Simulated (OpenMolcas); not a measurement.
Fe2+ with its 6 nearest fluoride ions at 2.169 Å, on the Na site of NaF (a = 4.634 Å, distance in the model lattice 2.317 Å). The rest of the host is ab initio model potentials to 7.6 Å, with orthogonalisation functions on the cations behind the ligands, and point charges beyond; the distance is set by hand and nothing relaxes, and no local charge compensation is placed. Ligand basis ANO-RCC-VDZP.
```
Fe    0.0000    0.0000    0.0000
F     2.1690    0.0000    0.0000
F     0.0000    2.1690    0.0000
F    -2.1690    0.0000    0.0000
F     0.0000   -2.1690    0.0000
F     0.0000    0.0000    2.1690
F     0.0000    0.0000   -2.1690
```

```yaml
Program: OpenMolcas
Method: CASSCF
Basis: ANO-RCC-VDZP [5s4p2d1f]
Scalar_Hamiltonian: DKH2, point nucleus
Active_space: 6 electrons in 5 orbitals (3d)
State_averaging: 2S+1 = 5 even, 5 roots; 2S+1 = 3 even, 45 roots; 2S+1 = 1 even, 50 roots
Spin-orbit_coupling: RASSI with atomic mean-field integrals over the reference wave functions
```

Question: What is the spin-free ground state (labels of O, the rotations of Oh)?

Answer: 5T2, 3-fold in its orbital part, 100 % from free-ion D terms; it has the highest spin that d6 allows.

Question: Where is the first state of the same spin?

Answer: 5E at 6700 cm-1 above the ground state.

Question: What are the lowest two levels with spin-orbit coupling?

Answer: A 3-fold level T2, then a 2-fold level E 191.2 cm-1 above it. Their leading multiplicities are 5 (100 %) and 5 (100 %).

Question: What is χT at 300 K, and how does it compare with the textbook value?

Answer: The lowest level has 2S+1 = 5, for which the spin-only value is χT = S(S+1) / 2 = 3.000 cm3 K/mol (g = 2). The computed 4.121 at 300 K differs by +1.121, through orbital momentum, spin-orbit coupling and any other state in reach. With a threefold ground state the orbital momentum is unquenched, so the spin-only value is not expected to hold.

An orbital triplet at a regular site is open to Jahn-Teller coupling, which can distort the site and quench the lowest spin-orbit gaps and is left out. Without dynamic correlation the repulsion within the d shell is too large (B by tens of per cent), so at a given field states of lower spin stand too high. Ligand-to-metal charge-transfer states are missing. With no ligand orbital active B as a rule stays too high, so bands that hang on it stand too high and its fall with covalency is understated. With metal d orbitals alone and no dynamic correlation 10Dq can be off by a tenth to a fifth, either way, in oxide and fluoride hosts. No measured value stands beside these numbers; the geometry was set by hand and not optimised.
